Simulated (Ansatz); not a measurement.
Ideal-gas functions of `Cl[Si](Cl)[SeH]` radical at 400 K and 1 bar, from an Ansatz frequency run at PBE0-D4/def2-TZVP.

Molar mass 178.96 g/mol, point group C1 (symmetry number 1), electronic degeneracy 2, moments of inertia 211.847, 387.569, 575.228 u Å². Harmonic wavenumbers (cm⁻¹, unscaled): 113, 133, 194, 211, 381, 531, 561, 667, 2437.

Use S(trans) = R[1.5 ln M + 2.5 ln T − 1.1517]; rotational temperatures θ = 24.2544 K / I; S(rot) = R[ln(√π/σ · √(T³/θAθBθC)) + 1.5]; for each mode x = 1.438777 ν̃/T, S = R[x/(eˣ − 1) − ln(1 − e⁻ˣ)] and H = RT x/(eˣ − 1); 1 cm⁻¹ = 0.0119627 kJ/mol; R = 8.31446 J/(mol·K).

Q: By hand: the entropy, in J/(mol·K).

A: Translation 179.7. Rotation: θ = 0.1145, 0.0626, 0.0422 K, giving 125.6. Vibration, mode by mode: 15.86, 14.52, 11.47, 10.80, 6.32, 4.09, 3.76, 2.78, 0.01, in all 69.6. Electronic 5.8. Sum 380.7 J/(mol·K).

Q: By hand: H − E and G − E in kJ/mol, counted from the electronic energy.

A: Zero-point energy ½ × 5228 × 0.0119627 = 31.3; thermal vibration 14.3; translation, rotation and pV give 4 RT = 13.3. H − E = 58.9 kJ/mol, and G − E = 58.9 − 400 × 380.7/1000 = -93.4 kJ/mol.

Vibration gives 18 % of the entropy, 30.4 J/(mol·K) of it from the modes under 150 cm⁻¹: soft modes count most, and the harmonic formula is weakest for them. The sum counts one conformer and one mirror image; others add a mixing term.
